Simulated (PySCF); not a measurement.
**Electronic absorption of C4H4FNO**

Compound: C₄H₄FNO.
SMILES with atom numbers: `[CH3:1][O:2]/[CH:3]=[C:4](\[F:5])[C:6]#[N:7]` (hydrogens: H8, H9, H10 on C1; H11 on C3)

Computed, not measured: TDDFT PBE0/def2-SVPD, vertical, gas phase, core orbitals frozen in the response (PySCF 2.14.0, density-fitted response routines). Isolated species at its GFN2-xTB geometry (one conformer only). Torsions of this conformer, `[CH3:1][O:2]/[CH:3]=[C:4](\[F:5])[C:6]#[N:7]`: C1–O2–C3–C4 0°.

```json
{"state": "S1", "E (eV)": "5.29", "E (hartree)": "0.1945", "f": "0.0022", "symmetry": "A″", "main configurations (H = HOMO, L = LUMO)": "H→L+1 (97%)"}
{"state": "S2", "E (eV)": "5.96", "E (hartree)": "0.2190", "f": "0.433", "symmetry": "A′", "main configurations (H = HOMO, L = LUMO)": "H→L (94%)"}
{"state": "S3", "E (eV)": "6.71", "E (hartree)": "0.2465", "f": "0.0078", "symmetry": "A″", "main configurations (H = HOMO, L = LUMO)": "H→L+2 (87%)"}
{"state": "S4", "E (eV)": "7.26", "E (hartree)": "0.2670", "f": "0.0003", "symmetry": "–", "main configurations (H = HOMO, L = LUMO)": "H-1→L (93%)"}
{"state": "S5", "E (eV)": "7.45", "E (hartree)": "0.2738", "f": "0.0034", "symmetry": "A″", "main configurations (H = HOMO, L = LUMO)": "H→L+3 (91%)"}
{"state": "S6", "E (eV)": "7.72", "E (hartree)": "0.2838", "f": "0.0021", "symmetry": "A″", "main configurations (H = HOMO, L = LUMO)": "H-2→L (93%)"}
{"state": "S7", "E (eV)": "7.79", "E (hartree)": "0.2863", "f": "0.0003", "symmetry": "–", "main configurations (H = HOMO, L = LUMO)": "H→L+4 (84%), H→L+5 (9%)"}
{"state": "S8", "E (eV)": "7.82", "E (hartree)": "0.2874", "f": "0.055", "symmetry": "A′", "main configurations (H = HOMO, L = LUMO)": "H-3→L (60%), H-1→L+1 (28%)"}
```

Triplets, Tamm–Dancoff:

```
state  E (eV)  λ (nm)   main configurations (H = HOMO, L = LUMO)
   T1    3.63   341.5                                  H→L (96%)
   T2    4.92   252.2                                H→L+1 (94%)
   T3    6.18   200.6  H-1→L+1 (56%), H-3→L (12%), H-1→L+2 (12%)
```

The lowest singlet comes at 234 nm (511 kJ/mol) in the ultraviolet; it is very weak; its leading configuration is HOMO→LUMO+1 (97%). The strongest level in the table is S2 at 5.96 eV (208 nm, f = 0.433). Löwdin shares by element: HOMO carbon 42% or more, oxygen 20%, nitrogen 14% (atoms not listed hold the other 23%); LUMO carbon 61% or more, nitrogen 17% (atoms not listed hold the other 23%). The oscillator strengths of these states sum to 0.504; summed over the whole spectrum of an exact calculation they would give the number of electrons, 52 (Thomas–Reiche–Kuhn). Of the 8 states listed, 2 reach f = 0.01 and 2 stay under 0.0005. Weighted by f, the mean energy of these states is 6.19 eV. Symmetry labels in Cs follow from the direction of the transition dipole and are given only for states with f of 0.002 or more. Only the lowest 8 singlets were computed, as vertical energies without vibronic structure.
